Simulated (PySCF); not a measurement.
**NaSe⁻: one state, many levels of theory**

State: ¹Σ⁺ (singlet), closed shell. Set-up: basis Na aug-pcseg-1, Se aug-pcseg-1; no relativity; PySCF 2.14. De refers to Na + Se⁻ in their high-spin ground configurations, without counterpoise correction. A positive dipole points towards Se; it is taken about the centre of mass and depends on that origin.

```json
{"Level": "RHF", "Re (Å)": "2.545", "ωe (cm⁻¹)": "302", "De (eV)": "n/a", "μ (D)": "-8.12"}
{"Level": "RHF-MP2", "Re (Å)": "2.594", "ωe (cm⁻¹)": "271", "De (eV)": "n/a", "μ (D)": "n/a"}
{"Level": "RHF-SCS-MP2", "Re (Å)": "2.597", "ωe (cm⁻¹)": "268", "De (eV)": "n/a", "μ (D)": "n/a"}
{"Level": "RHF-CCSD", "Re (Å)": "2.586", "ωe (cm⁻¹)": "272", "De (eV)": "n/a", "μ (D)": "n/a"}
{"Level": "RHF-CCSD(T)", "Re (Å)": "2.609", "ωe (cm⁻¹)": "258", "De (eV)": "1.43", "μ (D)": "n/a"}
{"Level": "PBE", "Re (Å)": "2.563", "ωe (cm⁻¹)": "273", "De (eV)": "1.67", "μ (D)": "-4.21"}
{"Level": "BLYP", "Re (Å)": "2.577", "ωe (cm⁻¹)": "265", "De (eV)": "1.58", "μ (D)": "-3.92"}
{"Level": "r²SCAN", "Re (Å)": "2.544", "ωe (cm⁻¹)": "287", "De (eV)": "1.59", "μ (D)": "-4.98"}
{"Level": "PBE0", "Re (Å)": "2.536", "ωe (cm⁻¹)": "289", "De (eV)": "1.45", "μ (D)": "-5.53"}
{"Level": "r²SCAN0", "Re (Å)": "2.527", "ωe (cm⁻¹)": "297", "De (eV)": "1.42", "μ (D)": "-6.06"}
{"Level": "M06", "Re (Å)": "2.546", "ωe (cm⁻¹)": "278", "De (eV)": "1.50", "μ (D)": "-5.14"}
{"Level": "ωB97X", "Re (Å)": "2.518", "ωe (cm⁻¹)": "304", "De (eV)": "1.43", "μ (D)": "-7.36"}
```

The bond length runs from 2.518 Å (ωB97X) to 2.609 Å (RHF-CCSD(T)). De spans 1.42 eV (r²SCAN0, hybrid meta-GGA) to 1.67 eV (PBE, GGA).

Correlated steps freeze 10 core orbitals. Correlated levels converge slowly with the basis: in double zeta they bind strong bonds too weakly, by up to about 1 eV, and carry superposition errors of some tenths. For an ion De counts to the pair picked by the measured ionisation energies or electron affinities, which need not be the lowest pair at this level. Where the molecule has an RHF reference, its open-shell atoms are computed with UHF. The highest Kohn–Sham level is positive in this anion. Much of that is self-interaction error, but it also means that the finite basis helps to hold the extra electron. The CCSD T1 diagnostic is raised, a sign that a single reference may not be enough here.
